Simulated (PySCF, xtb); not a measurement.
Al(Me)(NHMe)(OH) (C2H8AlNO), SMILES [OH][Al]([CH3])[NH]C.

GFN2-xTB run with xtb at its own geometry gives an orbital gap of 3.61 eV and a dipole moment of 0.27 D.

Geometry optimised at B3LYP-D3(BJ)/def2-SVP. The structure was generated by enumeration; whether it is a known compound was not checked. One conformer was computed; it need not be the lowest.

Question: What does PBE/def2-TZVP run with PySCF give? (Estimate from the structure and the level; the computed values follow.)

Answer: gap 4.59 eV (levels -5.26 and -0.67 eV), dipole 1.62 D.
